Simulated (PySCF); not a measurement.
A structure optimised at PBE-D3(BJ)/def2-SVP, used in a PySCF frequency run:

```xyz
12

Cl    -2.4117     0.5167    -1.0492
Si    -1.0032     0.2385     0.4746
C     -0.3454    -1.5867     0.3735
N      0.8922    -1.9002     0.2550
Si     2.1971    -0.6738     0.1426
Si     1.0310     1.3907     0.1794
H     -1.7073     0.4582     1.7878
H     -1.0953    -2.4172     0.4160
H      2.9698    -0.9498    -1.1154
H      3.1015    -0.8674     1.3274
H      1.0476     2.1633    -1.1089
H      1.3606     2.2755     1.3492
```

### Question
Write its SMILES and formula.

### Answer
Cl[Si@H]1C=N[SiH2][SiH2]1, CH₆ClNSi₃

### Question
What are its rotational constants (standard atomic weights)?

### Answer
2.5506, 0.98543, 0.79561 GHz
